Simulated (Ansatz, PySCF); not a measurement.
CH5O3Sb, SMILES C[O][Sb]([OH])[OH].

The structure is a stationary point at B3LYP-D3(BJ)/def2-SVP. The structure was generated by enumeration; whether it is a known compound was not checked. The def2 effective core potentials stand for the cores of Sb; spin–orbit coupling is left out. Other conformers were not sampled.

Vertical ionisation energy (IE) and electron affinity (EA) in eV. Rows of orbital energies are one-electron estimates. Where ΔSCF, EOM or ADC give a negative EA the extra electron is unbound and the value depends on the basis.

```tsv
level	IE	EA
−ε(HOMO), −ε(LUMO), B3LYP/def2-TZVP (PySCF)	7.66	1.36
−ε(HOMO), −ε(LUMO), PBE/def2-TZVP (PySCF)	6.35	1.85
ΔSCF, PBE0/def2-SVPD (Ansatz), final states of multiplicity 2 and 2	9.97	-0.43
ΔSCF, PBE/def2-SVPD (Ansatz), final states of multiplicity 2 and 2	9.54	-0.42
```

Question: What vertical singlet–triplet gap does ΔSCF give with PBE0/def2-SVPD (Ansatz, a program for electronic structure) and with PBE/def2-SVPD (Ansatz)? (The exact figures need the calculation; the answer reports its results.)

Answer: 4.78 and 4.53 eV (triplet above singlet where positive).
